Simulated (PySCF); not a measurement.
**TDDFT excited states: C2H6F2Se**

Compound: SeF2Me2, C2H6F2Se.
SMILES: `C[Se](C)(F)F`

Theory: PySCF, TDDFT CAM-B3LYP/def2-SVPD, vertical, gas phase, core orbitals frozen in the response. Isolated species at its PBE0-D3(BJ)/def2-SVP geometry, gas phase. The CAM-B3LYP/def2-SVPD calculation is non-relativistic and has no spin–orbit coupling, an omission that weighs most on selenium.

```csv
state,E (eV),ν̃ (cm⁻¹),f,"main configurations (H = HOMO, L = LUMO)"
S1,7.23,58280,0.095,H→L (91%)
S2,7.57,61020,0.050,"H→L+3 (76%), H→L+6 (13%)"
S3,7.71,62150,0.060,"H→L+1 (83%), H→L+5 (12%)"
S4,8.36,67440,0.0070,"H→L+2 (60%), H-1→L (29%)"
S5,8.50,68540,0.039,"H-1→L+3 (36%), H-1→L (26%), H→L+2 (23%)"
S6,8.58,69180,0.034,"H-1→L+3 (40%), H-1→L (34%), H→L+2 (10%)"
S7,8.74,70480,0.013,H-2→L (85%)
S8,8.94,72130,0.012,"H→L+5 (77%), H→L+1 (13%)"
S9,9.06,73070,0.016,"H-3→L (66%), H-2→L+3 (9%), H→L+4 (8%)"
S10,9.08,73270,0.0057,"H→L+4 (68%), H-3→L (9%)"
```

Triplets (Tamm–Dancoff): T1 6.04 eV, H→L (78%), H→L+4 (15%); T2 6.43 eV, H→L+3 (71%), H→L+6 (21%); T3 7.30 eV, H→L+1 (60%), H→L+5 (21%), H-1→L (9%); T4 7.79 eV, H-1→L (65%), H→L+1 (14%), H-1→L+4 (10%).

The lowest singlet comes at 172 nm (697 kJ/mol) in the vacuum ultraviolet; it is of moderate strength; its leading configuration is HOMO→LUMO (91%). The lowest level is also the most intense of those listed (f = 0.095). Löwdin shares by element: HOMO fluorine 45%, selenium 40%, carbon 6% or more; LUMO selenium 61%, carbon 18% (atoms not listed hold the other 21%). The listed states span 1.86 eV, and the widest gap between neighbours is 0.66 eV (S3 to S4). Of the 10 states listed, 8 reach f = 0.01 and none stays under 0.0005. The oscillator strengths of these states sum to 0.332; summed over the whole spectrum of an exact calculation they would give the number of electrons, 70 (Thomas–Reiche–Kuhn). The window holds the lowest 10 singlets.
